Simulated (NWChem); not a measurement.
Program: NWChem. System: silylphosphine (H$_{5}$PSi), charge 0, spin multiplicity 1, at a geometry optimised with PBE/def2-SVP. Level: B2PLYP/def2-TZVP, 10 core orbitals frozen.

Part of the output:

```
             Northwest Computational Chemistry Package (NWChem) 7.3.0
             --------------------------------------------------------

                                NWChem Input Module
                                -------------------

 Scaling coordinates for geometry "geometry" by  1.889725989
 (inverse scale =  0.529177249)

                             Geometry "geometry" -> ""
                             -------------------------

 Output coordinates in angstroms (scale by  1.889725989 to convert to a.u.)

  No.       Tag          Charge          X              Y              Z
 ---- ---------------- ---------- -------------- -------------- --------------
    1 Si                  14.0000    -1.07503000     0.09551800     0.22413800
    2 P                   15.0000     1.12904300    -0.07721200    -0.34904000
    3 H                    1.0000    -1.85163500    -0.88689800    -0.60959000
    4 H                    1.0000    -1.53612900     1.48689000    -0.11478600
    5 H                    1.0000    -1.35934100    -0.17003900     1.67892000
    6 H                    1.0000     1.29807600    -1.31895000     0.36465300
    7 H                    1.0000     1.56379500     0.70992300     0.77847800

 Effective nuclear repulsion energy (a.u.)      89.2003239174

            Nuclear Dipole moment (a.u.)
            ----------------------------
        X                 Y               Z
 ---------------- ---------------- ----------------
    -0.0000170075    -0.0000037795     0.0000132281


 Summary of "ao basis" -> "" (spherical)
 ------------------------------------------------------------------------------
       Tag                 Description            Shells   Functions and Types
 ---------------- ------------------------------  ------  ---------------------
 *                         def2-tzvp                  on all atoms

  dft_input: which_mp2 not specified, using semidirect MP2 by default.

                                 NWChem DFT Module
                                 -----------------

 Summary of "ao basis" -> "ao basis" (spherical)
 ------------------------------------------------------------------------------
       Tag                 Description            Shells   Functions and Types
 ---------------- ------------------------------  ------  ---------------------
 Si                        def2-tzvp                13       37   5s5p2d1f
 P                         def2-tzvp                13       37   5s5p2d1f
[...]
   Bfn.  Coefficient  Atom+Function         Bfn.  Coefficient  Atom+Function
  ----- ------------  ---------------      ----- ------------  ---------------
    56      1.147350  2 P  py               101     -1.038098  7 H  s
    95      1.023335  6 H  s                 57      0.242140  2 P  pz
    53      0.193560  2 P  py                55      0.161194  2 P  px
    50      0.139231  2 P  py                94      0.138295  6 H  s
   100     -0.138653  7 H  s                 44     -0.095587  2 P  py

 center of mass
 --------------
 x =   0.08843795 y =   0.00296141 z =  -0.07165265

 moments of inertia (a.u.)
 ------------------
          52.892294326036          23.562610496334          64.688612669111
          23.562610496334         330.662376254587          -5.695569767144
          64.688612669111          -5.695569767144         318.844121621820

     Multipole analysis of the density
     ---------------------------------

     L   x y z        total         alpha         beta         nuclear
     -   - - -        -----         -----         ----         -------
     0   0 0 0     -0.000000    -17.000000    -17.000000     34.000000

     1   1 0 0     -0.039919     -0.019951     -0.019951     -0.000017
     1   0 1 0     -0.043690     -0.021843     -0.021843     -0.000004
     1   0 0 1      0.238107      0.119047      0.119047      0.000013

     2   2 0 0    -23.379390    -95.729753    -95.729753    168.080116
     2   1 1 0     -0.035749      6.691882      6.691882    -13.419513
     2   1 0 1      1.041719     15.824694     15.824694    -30.607670
     2   0 2 0    -22.058593    -20.826726    -20.826726     19.594858
     2   0 1 1      0.173298     -1.449210     -1.449210      3.071717
     2   0 0 2    -23.547283    -23.331948    -23.331948     23.116612

                   NWChem MP2 Semi-direct Energy/Gradient Module
                   ---------------------------------------------

  Basis functions       =    104
  Molecular orbitals    =    104
  Frozen core           =     10
  Frozen virtuals       =      0
  Active alpha occupied =      7
  Active beta occupied  =      7
  Active alpha virtual  =     87
  Active beta virtual   =     87
  Use MO symmetry       = F
  Use skeleton AO sym   = F

  AO/Fock/Back tols     =   1.0D-09  1.0D-09  1.0D-09

 GA uses MA = F    GA memory limited = T

 Available:
  local mem=  4.43D+07
 global mem=  1.44D+08
 local disk=  0.00D+00
  mp2_memr nvloc                    87
  nvloc new                    87
   1 passes of   7:        5242880                      52502                  11098351.
   1 passes of   7: M     44321539           G      144157568           F      39078659.

 Semi-direct pass number   1 of   1  for RHF alpha+beta  at        6.6s
  vrange nnbf                  5351
  mp2_eaftype                    42  avail_ma_in_mb                   386
 EAF : mp2_eaftype filesize          42    5549176.
  mp2_eaf for mointskh                     42
Node 0 wrote     26.1 Mb in      0.0 s     Agg I/O rate:  2017.5 Mb/s
 Done moints_semi at        9.4s
  mp2_eaftype                    42  avail_ma_in_mb                   386
 EAF : mp2_eaftype filesize          42    5549176.
  mp2_eaf for kh                    42
 Done maket at        9.5s
 Done multipass loop at        9.5s

          -------------------------------------------
          DFT energy                    -633.508296627404
          Unscaled MP2 energy             -0.343312462005
          Total DFT+MP2 energy          -633.600990992146
          -------------------------------------------

 -----------------------
 Performance information
 -----------------------

 Timer overhead =  1.55D-07 seconds/call

               Nr. of calls         CPU time (s)                 Wall time (s)                GFlops
             ---------------    -------------------     ------------------------------   -------------------
Name         Min   Avg   Max    Min     Avg     Max     Min     Avg     Max   Mx/calls   Min     Max     Sum
mp2: moin     1     1     1    2.8     2.8     2.8      2.8     2.8     2.8     2.8      0.0     0.0     0.0
mp2: make     1     1     1   0.11    0.11    0.11     0.11    0.11    0.11    0.11      0.0     0.0     0.0
mp2: tota     1     1     1    2.9     2.9     2.9      2.9     2.9     2.9     2.9      0.0     0.0     0.0

 The average no. of pstat calls per process was 3.00D+00
 with a timing overhead of 4.64D-07s

 Task  times  cpu:        9.5s     wall:        9.5s

 Total times  cpu:        9.5s     wall:        9.5s
```

**Question.** Write an NWChem input that would produce this output.

**Answer.** This is not unique; one that fits is 
```
start mol
memory heap 200 mb stack 900 mb global 1100 mb
geometry units angstroms nocenter noautoz noautosym
  Si    -1.075030     0.095518     0.224138
  P      1.129043    -0.077212    -0.349040
  H     -1.851635    -0.886898    -0.609590
  H     -1.536129     1.486890    -0.114786
  H     -1.359341    -0.170039     1.678920
  H      1.298076    -1.318950     0.364653
  H      1.563795     0.709923     0.778478
end
basis spherical
  * library def2-tzvp
end
dft
  xc hfexch 0.53 becke88 0.47 lyp 0.73 mp2 0.27
  dftmp2
  semidirect memsize 60000000 filesize 0
  iterations 100
end
mp2
  freeze core 10
end
task dft energy
```
